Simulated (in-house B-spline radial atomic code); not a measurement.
# RPA and G0W0 on r2SCAN0: In⁺

Configuration [Kr] 4d10 5s2, mean-field start r2SCAN0. Computed with a B-spline radial code for spherical atoms: all electrons, non-relativistic, point nucleus, each spin shell either full or empty, empty states to l = 9 with an (l + 1/2)⁻⁴ tail; G0W0 by contour deformation at full frequency.

Without relativity these are model numbers: it shifts the levels of so heavy an element strongly and can reorder them.

Command:
```bash
python run_gw.py task.json out
```
Settings (radii: box in bohr, nucleus in fm):
```
Z                        49
electrons                48
configuration            [Kr] 4d10 5s2
hamiltonian              nr
method                   r2scan0
lmax                     9
spin_polarised           False
box_radius               23.78
intervals                55
ion_configuration        [Kr] 4d10 5s1
```

Time taken, with all properties: 4.3 s on 1 thread of AMD EPYC 7R13 Processor, with other jobs on the host.

Energies (hartree):

```json
{"term": "mean-field total", "value": "-5742.44304"}
{"term": "Hartree-Fock functional on these orbitals", "value": "-5739.96579"}
{"term": "direct second order", "value": "-4.117"}
{"term": "second-order exchange", "value": "1.1339"}
{"term": "SOSEX correction", "value": "1.0467"}
```

Q: What is the RPA correlation energy, and what remains with SOSEX?

A: RPA gives -3.59 hartree (-2.04 eV per electron); RPA + SOSEX gives -2.5433, and the second-order doubles -2.9831 hartree (no singles). RPA lacks exchange-type terms and so overcorrelates at short range.

Quasi-particle levels (eV):

| level | occupied | mean field | Σx - vxc | Σc | QP weight | G0W0 |
| --- | --- | --- | --- | --- | --- | --- |
| 5s | yes | -15.192 | -1.27 | ? | ? | ? |
| 4d | yes | -30.18 | -5.78 | 1.33 | 0.866 | -34.64 |
| 5p | no | -7.514 | 2.99 | -1.19 | 0.943 | -5.718 |

G0W0 = mean field + (Σx - vxc) + Σc, with Σc (partial-wave tail included) taken at the quasi-particle energy. Only the outer levels were computed. Levels of low weight are left out.

Q: Where does G0W0 put 5s?

A: At -18.259 eV, with Σc = -1.79 eV and a quasi-particle weight of 0.938. The tabulated removal energy is 18.870 eV (NIST, measured); the calculation leaves out relativity, Breit and QED terms, and what these don't explain is the method's own error.

Q: What does it cost to remove one electron (to [Kr] 4d10 5s1) by differences of total energies, each species on its own start (correlation terms add to the Hartree-Fock functional)?

A: r2SCAN0 17.694 eV, Hartree-Fock functional 16.211 eV, + RPA 18.237 eV, + RPA + SOSEX 17.772 eV, + second order 18.979 eV. Tabulated: 18.870 eV (NIST, measured); the calculation leaves out relativity, Breit and QED terms, and what these don't explain is the method's own error.
